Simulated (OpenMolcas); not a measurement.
Nb3+ (d2) on a cation site of an ionic host was computed by CASSCF with the d shell active (OpenMolcas, ANO-RCC-VDZP on the metal). Its lowest spin-free states, and all those of the highest spin:

```tsv
2S+1	Degeneracy	E (cm-1)
3	3	0.0
1	2	9996
1	3	10069
1	1	22719
3	3	25038
3	3	33917
1	3	36239
1	3	38661
3	1	51679
1	2	63103
1	1	76058
```

Question: Is the site octahedral, tetrahedral or cube-like, axial, or of lower symmetry?

Answer: The states with 2S+1 = 3 have orbital degeneracies 3, 3, 3, 1. Threefold states need a cubic site. For d2 at this spin an octahedron puts the threefold T1 below the threefold T2 and a tetrahedron or cube puts the single A2 below the threefold T2, so the site is octahedral. The run had Nb3+ with its 6 nearest fluoride ions at 2.082 Å, on the Y site of Cs2NaYF6 (a = 9.075 Å, distance in the model lattice 2.178 Å). The rest of the host is ab initio model potentials to 7.6 Å, with orthogonalisation functions on the cations behind the ligands, and point charges beyond; the distance is set by hand and nothing relaxes. Ligand basis ANO-RCC-VDZP.

An orbital triplet at a regular site is open to Jahn-Teller coupling, which can distort the site and quench the lowest spin-orbit gaps and is left out. Without dynamic correlation the repulsion within the d shell is too large (B by tens of per cent), so at a given field states of lower spin stand too high. The least metal-like active orbital is 83 % on the metal (Löwdin) and no ligand orbital is active, so the numbers are rough. With metal d orbitals alone the field can be off either way by tens of per cent. Ligand-to-metal charge-transfer states are missing. With no ligand orbital active B as a rule stays too high, so bands that hang on it stand too high and its fall with covalency is understated. No measured value stands beside these numbers; the geometry was set by hand and not optimised.
